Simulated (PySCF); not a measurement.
# Spin states and ions at one geometry of OsO3(H2O)2

PySCF 2.14.0, UKS r2SCAN, Os def2-SVP with ECP60, O def2-SVP, H def2-SVP; non-relativistic Hamiltonian with scalar-relativistic core potentials where named; density fitting; no spin-orbit coupling; singlets restricted, open shells unrestricted. The geometry is relaxed for charge 0, triplet, vacuum:

```xyz
10

Os   -0.1391    0.0000    0.0000
O    -0.8594   -0.4581    1.4980
O    -0.8594    0.4581   -1.4980
O     1.6256    0.0000    0.0000
O     0.3933    2.5161    0.1823
H     1.3462    2.3403    0.1097
H     0.1413    2.8589   -0.6889
O     0.3933   -2.5161   -0.1823
H     0.1413   -2.8589    0.6889
H     1.3462   -2.3403   -0.1097
```

Energies count from the relaxed state; an electron taken off or put on is at rest in vacuum. Charges and spins are Mulliken's.

```
                     state  energy (eV)  spin squared  charge on Os1 (e)  spin on Os1 (e)  dipole about the centre of mass (D)
 charge 0, triplet, vacuum         0.00          2.01               0.91             1.37                                 1.84
 charge 0, singlet, vacuum         0.69          0.00               0.89             0.00                                 1.97
 charge 0, quintet, vacuum         2.52          6.01               0.79             1.98                                 2.36
charge +1, doublet, vacuum         8.75          0.77               1.14             0.73                                 2.64
charge +1, quartet, vacuum        10.29          3.76               1.03             1.19                                 3.19
charge -1, quartet, vacuum        -1.18          3.76               0.60             2.07                                 1.87
```

Q: What does the state charge -1, doublet, vacuum give?

A: energy (eV) -1.16, spin squared 1.07, charge on Os1 (e) 0.55, spin on Os1 (e) 0.74, dipole about the centre of mass (D) 1.48.

With an electron taken off (doublet, the lower of the two states computed) the charges change, summed by element, by Os +0.23 e, O +0.64 e, H +0.13 e. The vertical ionisation energy is 8.75 eV, against −ε(HOMO) = 5.46 eV over both spins of the relaxed state. The level lies 3.3 eV too high, as is usual for semilocal functionals and global hybrids, which keep a self-interaction error.

With an electron put on (quartet, the lower of the two states computed) the charges change, summed by element, by Os -0.31 e, O -0.53 e, H -0.16 e. The vertical electron affinity is 1.18 eV, against −ε(LUMO) = 4.44 eV over both spins of the relaxed state. The basis has no diffuse functions, which an added electron needs. The added electron's level lies above zero.

Open shells may have lower solutions than those found. Hard to converge, so the more doubtful: charge 0, quintet, vacuum. Spin squared well over S(S+1) tells of spin contamination.

No frequency check is given that shows the relaxed geometry to be a minimum.
